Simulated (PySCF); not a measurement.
Molecule: 3,4-ethylenedioxythiophene (SMILES c1scc2c1OCCO2).

Cartesian coordinates in Å; atom numbers follow the order of the lines, from 1:
```xyz
15

C     1.9356   -1.1727   -0.0683
S     3.0897    0.0943    0.0743
C     1.8556    1.2889    0.1557
C     0.6184    0.7308    0.0795
C     0.6645   -0.6907   -0.0569
O    -0.4620   -1.4562   -0.1664
C    -1.6009   -0.6762   -0.4761
C    -1.6575    0.5782    0.3968
O    -0.5566    1.4264    0.1321
H     2.2517   -2.1913   -0.1486
H     2.1035    2.3250    0.2505
H    -1.5740   -0.3797   -1.5338
H    -2.4657   -1.3160   -0.2974
H    -2.5519    1.1640    0.1814
H    -1.6548    0.2831    1.4554
```

Frames of a GFN2-xTB Langevin trajectory at 200 K; GIAO PBE0/pcSseg-1 shieldings in PySCF, gas phase, non-relativistic; equivalent atoms averaged within each frame.

Scale: TMS for $^{13}$C (σref 186.93) and $^{1}$H (σref 31.72); $^{33}$S (σref 503.73) vs CS2; $^{17}$O (σref 336.08) vs H2O (reference shieldings calculated alike). The references are static minima.

**Question.** How do the shifts (ppm) fluctuate along the trajectory?

**Answer.** 
```tsv
time (fs)	C4/C5	C1/C3	C7/C8	S2	O6/O9	H10/H11	H12/H13/H14/H15
optimised geometry	147.6	108.8	67.8	114	100.7	6.30	4.13
250	148.0	114.7	66.7	135	96.8	7.04	4.13
425	153.3	105.8	65.1	78	97.4	6.20	3.75
625	153.3	111.4	72.4	126	118.5	6.53	4.39
800	144.2	112.1	66.1	147	94.3	6.64	3.83
1000	148.2	110.8	73.4	126	110.8	6.60	4.07
mean of frames	149.4	111.0	68.7	122	103.6	6.60	4.03
standard deviation	3.9	3.3	3.9	26	10.5	0.30	0.25
```

5 frames give an uncertainty of the mean of about the standard deviation over 2.2 at best, since frames this close in time may not be independent; classical motion lacks zero-point vibration, and the reference would need the same averaging.
